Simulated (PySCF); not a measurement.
Al(All)(OH)2 (C₃H₇AlO₂), SMILES C=C[CH2][Al]([OH])[OH]. Atoms are numbered in the order given.

```xyz
13

Al     0.0898     0.0139     0.9164
C      0.2177    -1.1048    -0.6906
C     -0.5170    -0.4684    -1.8268
C      0.0069     0.3289    -2.7682
H     -0.1628    -2.1139    -0.4614
H      1.2944    -1.2070    -0.9187
H     -1.6015    -0.6444    -1.8494
H      1.0809     0.5434    -2.8048
H     -0.6160     0.7817    -3.5437
O     -0.1748     1.6974     0.8134
H     -0.3054     2.1321    -0.0357
O      0.2589    -0.6967     2.4530
H      0.2245    -0.2115     3.2826
```

Geometry: B3LYP-D3(BJ)/def2-SVP. Other conformers were not sampled.

These are TDA-M06-2X/def2-SVPD run with PySCF values and carry that method's errors.

Vertical excitations. 

Computed excitation energies, oscillator strengths and character:
| state | energy (eV) | λ (nm) | f | main pairs |
|---|---|---|---|---|
| S1 | 5.69 | 218 | 0.054 | HOMO→LUMO 91 % |
| S2 | 6.15 | 202 | 0.069 | HOMO→LUMO+1 91 % |
| S3 | 7.01 | 177 | 0.202 | HOMO→LUMO+2 52 %, HOMO→LUMO+3 25 %, HOMO→LUMO+5 11 % |
| S4 | 7.10 | 175 | 0.111 | HOMO→LUMO+3 59 %, HOMO→LUMO+2 18 % |
| S5 | 7.40 | 167 | 0.002 | HOMO→LUMO+6 41 %, HOMO→LUMO+4 40 %, HOMO→LUMO+5 9 % |
| S6 | 7.47 | 166 | 0.000 | HOMO−2→LUMO 80 % |
| S7 | 7.70 | 161 | 0.051 | HOMO→LUMO+4 39 %, HOMO→LUMO+6 11 %, HOMO→LUMO+5 10 %, HOMO→LUMO+9 9 % |
| S8 | 7.85 | 158 | 0.115 | HOMO→LUMO+5 47 %, HOMO→LUMO+6 19 %, HOMO−1→LUMO 9 % |
| S9 | 7.92 | 157 | 0.057 | HOMO−1→LUMO 41 %, HOMO−1→LUMO+1 11 % |
| S10 | 7.96 | 156 | 0.020 | HOMO−1→LUMO 16 %, HOMO−3→LUMO 14 %, HOMO−1→LUMO+1 13 %, HOMO−3→LUMO+1 13 % |
| T1 | 4.38 | 283 | 0 | HOMO→LUMO+1 52 %, HOMO→LUMO+3 25 %, HOMO→LUMO 9 % |
| T2 | 5.47 | 227 | 0 | HOMO→LUMO 73 %, HOMO→LUMO+1 12 % |
| T3 | 6.07 | 204 | 0 | HOMO→LUMO+3 47 %, HOMO→LUMO+1 29 % |
| T4 | 6.88 | 180 | 0 | HOMO→LUMO+2 64 %, HOMO→LUMO+5 14 % |
Triplets are in the Tamm–Dancoff approximation.
